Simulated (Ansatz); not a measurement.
`CCB(O)OC` + H–F → `COB(O)F` + ethane  (ligand exchange at a B–C bond)

Computed with Ansatz on PBE0-D4/def2-TZVP structures; ΔE is electronic, products minus reactants. CBS: MP2 limit from def2 TZ/QZ plus the TZ coupled-cluster correction, frozen cores. This one scheme is used for every species. DFT in def2-TZVPP. Each species was taken in one conformer, which may not be the lowest.

| level | ΔE (kcal/mol) |
| --- | --- |
| PBE-D4 | -32.3 |
| PBE0-D4 | -33.1 |
| ωB97M-V | -34.1 |
| r2SCAN | -35.6 |
| HF/def2-TZVPP | -41.4 |
| CCSD(T)/def2-TZVPP | -33.4 |
| MP2/def2-QZVPP | -32.2 |
| CCSD/CBS(def2) | -33.5 |

Problem. What does CCSD(T)/CBS give? (Estimate.)

Solution. Ansatz gave: -32.5 kcal/mol. The listed levels differ from it by 0.2, -0.6, -1.6, -3.1, -8.9, -0.9, 0.3, -1.0 kcal/mol.

Largest T1 diagnostic among the species: 0.012.

In def2-TZVPP, CCSD(T) changes the Hartree–Fock value by +8.0 kcal/mol (the triples alone add +1.0 kcal/mol) and MP2 by +8.7 kcal/mol. The D4 term adds +2.4 kcal/mol with B3LYP and +1.4 kcal/mol with PBE0; it sums over pairs of atoms, weighted by their polarisabilities, and B3LYP, whose exchange is more repulsive, gets the larger term.

B3LYP here is the variant with VWN-RPA as its local correlation; programs differ in this.
